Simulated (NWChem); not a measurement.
System: SiHSeCl3; SMILES Cl[Si](Cl)(Cl)[SeH]

NWChem input:

```
start job
memory heap 200 mb stack 900 mb global 1100 mb
geometry units angstroms
  Cl    -1.457656    -0.770389    -1.538804
  Si    -0.484756     0.185311    -0.052204
  Cl    -0.367056     2.156511    -0.481004
  Cl    -1.502856    -0.081689     1.667496
  Se     1.636944    -0.658689     0.179196
  H      2.315444     0.555011    -0.191104
end
basis spherical
  * library def2-svp
end
dft
  xc pbe0
  iterations 150
end
driver
  maxiter 120
end
task dft optimize
task dft freq
```

This build's default masses of Se (78.918 u) and Br (79.917 u) are each other's, which moves their modes by up to 0.6 %.

The level has its own optimisation; frequencies are unscaled.

**Question.** What results follow from this input? (PBE0/def2-SVP.) Quantities: r Se–Si (Å); r H–Se (Å); highest harmonic frequency (cm⁻¹); lowest (cm⁻¹); zero-point energy (kcal/mol); dipole (D).

**Answer.** 
```
Property                           Value
---------------------------------  -----
r Se–Si (Å)                        2.253
r H–Se (Å)                         1.474
highest harmonic frequency (cm⁻¹)   2446
lowest (cm⁻¹)                        101
zero-point energy (kcal/mol)         8.9
dipole (D)                          1.23
```
